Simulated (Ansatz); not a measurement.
Species: C2H8GeN, net charge 0, doublet state. It need not be the lowest isomer of its formula. 
Coordinates optimised at B3LYP-D3(BJ)/def2-TZVP (Ansatz, a first-principles code):
```
C
H 1 1.1033
H 1 1.1043 2 103.94
N 1 1.4340 2 110.21 3 -117.44
C 1 1.5236 2 110.27 3 117.84
H 5 1.0906 1 110.37 2 -177.16
H 5 1.0907 6 107.98 1 120.67
H 5 1.0924 6 108.60 7 117.51
Ge 4 1.8732 1 116.80 2 56.01
H 9 1.5356 4 107.21 1 -140.26
H 9 1.5403 10 110.03 4 116.02
H 9 1.5468 10 110.50 11 121.35
```
Charge 0, spin multiplicity 2.

Property: atomisation energy (electronic, to ground-state atoms), in kcal/mol. Correlated levels leave the core frozen unless marked. Open shells are spin-unrestricted. Spin-orbit coupling is left out. Frozen are the shells of the preceding noble gas and the d and f shells that filled before the atom's block. Non-relativistic. The coupled-cluster limit lacks core correlation, which all-electron functionals hold. CBS marks a two-point X^-3 extrapolation of the correlation energy; Hartree-Fock from the larger set.

| level | program | atomisation energy (kcal/mol) |
|---|---|---|
| LC-wPBE/def2-TZVPD | Ansatz | 949.8 |
| PBE-QIDH/def2-TZVPD | Ansatz | … |
| SCS-MP2/cc-pVDZ | Ansatz | 876.2 |
| CCSD(T)/CBS(cc-pVTZ,cc-pVQZ) | Ansatz | 949.8 |

Problem. Complete the blanks.

Solution. 
- PBE-QIDH/def2-TZVPD, atomisation energy (kcal/mol): 940.1
